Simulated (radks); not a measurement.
The bromine anion Br- inside a hard spherical wall (all orbitals vanish at R), configuration held at [Kr] and not refilled when levels cross. Calculated with a radial shooting solver on a logarithmic mesh with Libxc functionals: scalar-relativistic Kohn-Sham, PBE, spin-polarised, spherical densities, point nucleus. Eigenvalues in eV for spin up, with the zero of energy where the potential of the charges vanishes at infinity; a dash marks a level that is unbound or too diffuse for the functional's potential to be trusted. A positive occupied level is held by the wall or, in an anion where self-interaction has pushed it up, behind a barrier. The pressure on the wall is -dE/dV.

| R (bohr) | E (hartree) | kinetic (hartree) | e(3p) | e(3d) | e(4s) | e(4p) | e(5s, empty) | e(5p, empty) | pressure (GPa) |
|---|---|---|---|---|---|---|---|---|---|
| 20 | -2606.54861 | 2662.921 | -164.54 | -57.770 | -11.618 | 0.111 | 2.402 | 2.630 | < 0.0001 |
| 15 | -2606.54859 | 2662.921 | -164.54 | -57.765 | -11.613 | 0.115 | 3.054 | 3.568 | 0.000147 |
| 12 | -2606.54843 | 2662.923 | -164.51 | -57.739 | -11.588 | 0.138 | 3.732 | 4.641 | 0.00233 |
| 10 | -2606.54769 | 2662.928 | -164.43 | -57.658 | -11.516 | 0.204 | 4.546 | 5.961 | 0.0182 |
| 8 | -2606.54318 | 2662.954 | -164.12 | -57.353 | -11.251 | 0.449 | 6.185 | 8.563 | 0.185 |
| 7 | -2606.53435 | 2663.003 | -163.70 | -56.935 | -10.901 | 0.781 | 7.786 | 10.987 | 0.681 |
| 5 | -2606.42166 | 2663.549 | -160.72 | -53.966 | -8.600 | 3.136 | 16.568 | 22.938 | 14.4 |
| 4 | -2606.08685 | 2664.988 | -155.57 | -48.858 | -4.803 | 7.387 | 30.693 | 40.133 | 93.3 |
| 3.5 | -2605.60271 | 2666.881 | -150.41 | -43.761 | -0.865 | 11.991 | 45.429 | 57.063 | 269 |
| 1.5 | -2566.19690 | 2781.054 | -47.147 | 60.553 | 161.59 | 192.46 | 527.84 | 549.76 | 110000 |
